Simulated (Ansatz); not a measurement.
`BB(O)N=C` + H₂S → `BB(O)S` + `C=N`  (ligand exchange at a B–N bond)

Computed with Ansatz on PBE0-D4/def2-TZVP structures; ΔE is electronic, products minus reactants. CCSD(T)/CBS adds triple-zeta CCSD(T) − MP2 to the extrapolated MP2 energy (def2 sets, frozen cores). This one scheme is used for every species. DFT in def2-TZVPP. B3LYP here is the variant with VWN-RPA as its local correlation; programs differ in this. Each species was taken in one conformer, which may not be the lowest.

| level | ΔE (kJ/mol) |
| --- | --- |
| B3LYP-D4 | 3.7 |
| BHLYP-D4 | 2.7 |
| ωB97X-V | -2.8 |
| B2PLYP | 0.3 |
| PBE-QIDH | -5.2 |
| revPBE | -3.4 |
| RPA@PBE/def2-TZVPP | -7.7 |
| CCSD/def2-SVP | 0.5 |

What does CCSD(T)/CBS give? (An estimate is asked.)

Ansatz gave: -5.2 kJ/mol. The listed levels differ from it by 8.9, 7.9, 2.4, 5.5, 0.0, 1.8, -2.5, 5.7 kJ/mol.

Largest T1 diagnostic among the species: 0.014.

In def2-TZVPP, CCSD(T) changes the Hartree–Fock value by −7.7 kJ/mol (the triples alone add −1.8 kJ/mol) and MP2 by −7.9 kJ/mol. Leaving LDA and LC-ωPBE aside and taking each functional with its dispersion term where it has one, the values, not all of them listed here, spread over 11.0 kJ/mol, from PBE-QIDH to CAM-B3LYP-D4. LDA lies +7.4 kJ/mol from PBE without D4.
